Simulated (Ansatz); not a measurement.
Two spin states of OF-, each at its own minimum; 2S+1 = 1, 3, 5 were tried, and our sources give no spin for the ground state.

Each state is the lowest solution found for its spin in def2 and cc sets. The singlet is a restricted closed-shell determinant, which can mix singlet states where a π or δ shell is part-filled.

Frozen-core correlation.

Run with Ansatz (a program for electronic structure) with Gaussian orbitals. Each number belongs to the level named beside it.

**Question.** What energy of the multiplicity-3 state above the multiplicity-1 state does CCSD(T)/def2-TZVPP give?

**Answer.** 14.4 kcal/mol

**Question.** What is the computed energy of the multiplicity-3 state above the multiplicity-1 state (wB97X-V/def2-TZVPP)?

**Answer.** 11.6 kcal/mol

**Question.** Give the energy of the multiplicity-3 state above the multiplicity-1 state at the level PBE/def2-TZVPP.

**Answer.** 9.1 kcal/mol
